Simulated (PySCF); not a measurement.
Molecule: sum formula H8Si3O2 (charge 0, singlet). 
Structure (B3LYP-D3(BJ)/def2-TZVP (Ansatz) minimum search):
```xyz
13

Si     2.3798     0.0660    -0.5271
O      1.1879     0.5535     0.4892
Si    -0.1610     0.1495     1.3119
O     -1.2904    -0.4613     0.3064
Si    -2.1842    -0.2465    -1.0522
H      1.8508    -0.0383    -1.9058
H      2.9038    -1.2542    -0.1052
H      3.4646     1.0685    -0.4845
H      0.1540    -0.8955     2.3044
H     -0.6717     1.3788     1.9477
H     -2.7486     1.1232    -1.0824
H     -3.2811    -1.2368    -1.0471
H     -1.3350    -0.4491    -2.2477
```
Charge 0, spin multiplicity 1.

Dispersion corrections to the total energy (kcal/mol) from the dftd3 and dftd4 libraries through PySCF: D3(BJ) without and D4 with the three-body term, each with the damping fitted for the functional named.

```csv
functional,D3(BJ),D4
BP86,-11.92,-10.02
HF,-49.58,-23.40
B3LYP,-12.22,___
CAM-B3LYP,-6.13,-6.39
r2SCAN,-2.07,-1.86
PBE,-6.72,___
PW6B95,___,-5.80
```

**Question.** Some entries are withheld; supply them.

**Answer.** 
- B3LYP, D4: -11.54
- PBE, D4: -7.18
- PW6B95, D3(BJ): -4.21
